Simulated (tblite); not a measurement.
Compound: C₇H₆NO (doublet state).
Atom-mapped SMILES: `[c:1]1[cH:2][c:3]2[c:4]([cH:5][n:6]1)[CH2:7][O:8][CH2:9]2` (hydrogens: H10 on C2; H11 on C5; H12, H13 on C7; H14, H15 on C9)

Cartesian coordinates in Å at the GFN2-xTB level; atoms count from 1:
```xyz
15
C7H6NO angstrom
C      2.434    0.681   -0.003
C      1.290    1.451   -0.098
C      0.125    0.703   -0.069
C      0.166   -0.690    0.051
C      1.382   -1.335    0.141
N      2.486   -0.591    0.107
C     -1.241   -1.202    0.062
O     -2.061   -0.082   -0.244
C     -1.313    1.120   -0.138
H      1.298    2.525   -0.188
H      1.492   -2.405    0.237
H     -1.506   -1.608    1.050
H     -1.419   -1.977   -0.691
H     -1.603    1.671    0.770
H     -1.535    1.746   -1.008
```

The geometry is computed with GFN2-xTB (gas phase). This method treats the open shell by occupation alone, without spin polarisation.

Take the most abundant isotopes and a rigid rotor. The values belong to one conformer with, in the numbering `[c:1]1[cH:2][c:3]2[c:4]([cH:5][n:6]1)[CH2:7][O:8][CH2:9]2`, C3–C4–C7–O8 8°, C4–C7–O8–C9 -13°, C7–O8–C9–C3 13°, C2–C3–C9–O8 172°.

Problem. What are A, B and C (MHz)?

Solution. Ia = 130.31, Ib = 316.64, Ic = 439.89 u·Å²; 505379 MHz·u·Å²/I gives A = 3878, B = 1596, C = 1149 MHz.

Problem. What kind of rotor is it?

Solution. An asymmetric top. Ray's parameter κ = (2B − A − C)/(A − C) = -0.672; −1 is the prolate and +1 the oblate limit.

Problem. Is it planar, by Δ = Ic − Ia − Ib?

Solution. Not planar: Δ = Ic − Ia − Ib = -7.07 u·Å². For a rigid frame Δ = −2 Σ m c², so Σ m c² = 3.53 u·Å² lies off the ab plane: 3.22 from hydrogen and 0.31 from heavier atoms. The atom farthest from that plane is 1.02 Å away.

For this open shell read J as N, the rotation without spin; fine and hyperfine splittings come on top. Its GFN2-xTB frequencies are all real (lowest 81 cm⁻¹). Zero-point vibration and centrifugal distortion are left out.
